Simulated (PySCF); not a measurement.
Se(Et)(SeH) (C2H6Se2), SMILES CC[Se][SeH].

Geometry optimised at B3LYP-D3(BJ)/def2-SVP. One conformer was computed; it need not be the lowest.

The numbers are results of ωB97X/def2-TZVP in PySCF, not measurements.

Gas-phase values at a fixed geometry.

| Item | Value |
|---|---|
| total energy | -4883.02067 hartree |
| highest occupied level | -8.94 eV |
| lowest empty level | 0.63 eV |
| orbital gap | 9.57 eV |
| dipole moment | 1.78 D |
| quadrupole, principal values (traceless, Buckingham form, about the centre of nuclear charge) | -3.63, -1.06, 4.69 D·Å |
| mean static polarisability | 78.6 bohr³ (11.64 Å³) |
| polarisability, principal values | 62.4, 74.5, 98.8 bohr³ |
